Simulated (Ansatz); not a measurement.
Consider the formal exchange of groups at a C–O bond: `C[O][AlH][NH2]` + `CCC(N)=O` → `CCCC(N)=O` + `[NH2][AlH][OH]`.

Gas-phase electronic energies from Ansatz, PBE0-D4/def2-TZVP geometries. CBS: MP2 limit from def2 TZ/QZ plus the TZ coupled-cluster correction, frozen cores. This one scheme is used for every species. Each species was taken in one conformer, which may not be the lowest.

```csv
species,CCSD(T)/CBS(def2) energy (Eh)
`C[O][AlH][NH2]`,-413.63070
`CCC(N)=O`,-248.26562
`CCCC(N)=O`,-287.52649
`[NH2][AlH][OH]`,-374.39395
```

Problem. Work out ΔE.

Solution. ΔE = (-287.52649) + (-374.39395) − (-413.63070) − (-248.26562) = -0.02412 Eh = -15.1 kcal/mol.

Largest T1 diagnostic among the species: 0.013.

From BLYP to BHLYP (50 % exact exchange), in def2-TZVPP and without D4, ΔE moves by −0.9 kcal/mol. Leaving LDA and LC-ωPBE aside and taking each functional with its dispersion term where it has one, the values, not all of them listed here, spread over 2.7 kcal/mol, from PBE-QIDH to BLYP-D4. LDA lies −1.1 kcal/mol from PBE without D4.
